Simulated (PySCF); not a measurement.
C2H9NOSi2, SMILES C=CO[SiH2]N[SiH3]. Geometry optimised at PBE-D3(BJ)/def2-SVP. This is a generated structure with no PubChem entry under its InChIKey; it may be hypothetical. The values are those of a single conformer.

Computed equilibrium geometry at PBE-D3(BJ)/def2-SVP (PySCF confirms it by a frequency run) as a Z-matrix (one conformer of several):
```
Si
O 1 1.6990
C 2 1.3632 1 125.02
C 3 1.3443 2 122.93 1 -164.65
H 4 1.0982 3 119.73 2 -178.60
H 4 1.1000 5 119.21 3 -179.64
H 3 1.1084 4 121.27 5 -0.18
N 1 1.7418 2 112.94 3 -49.98
H 8 1.0267 1 115.26 2 -71.03
Si 8 1.7593 9 115.55 1 -174.67
H 1 1.4945 2 102.44 3 -170.11
H 1 1.5000 11 113.40 2 118.77
H 10 1.5011 8 106.76 9 -179.29
H 10 1.5060 13 109.81 8 -120.95
H 10 1.5079 13 109.23 14 -117.65
```
